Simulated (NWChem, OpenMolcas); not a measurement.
How basis sets differ on CH7FSi2 (SMILES F[SiH2]C[SiH3])

The species is CH7FSi2 (11 atoms), meant as a singlet with charge 0. SMILES: `F[SiH2]C[SiH3]`. The coordinates come from a PBE0-D4/def2-TZVP relaxation. This is one conformer, not always the lowest.

Each level gives the HOMO–LUMO gap (eV). The values are calculated.

```json
{"level": "HF/STO-3G", "kind": "Hartree–Fock", "program": "OpenMolcas", "value (eV)": "22.18", "CPU time": "2.6 s"}
{"level": "HF/3-21G", "kind": "Hartree–Fock", "program": "OpenMolcas", "value (eV)": "16.29", "CPU time": "3.5 s"}
{"level": "HF/6-31G* (spherical functions)", "kind": "Hartree–Fock", "program": "OpenMolcas", "value (eV)": "15.84", "CPU time": "8.6 s"}
{"level": "HF/def2-SVP", "kind": "Hartree–Fock", "program": "NWChem", "value (eV)": "16.14", "CPU time": "17 s"}
```

The values span 15.84 to 22.18 eV. A Hartree–Fock LUMO above zero doesn't converge with the basis: it sinks as sets grow more diffuse. Orbital gaps aren't excitation energies. CPU times are rough (shared hosts, several kinds of processor): they show what a rung costs within a factor of a few.
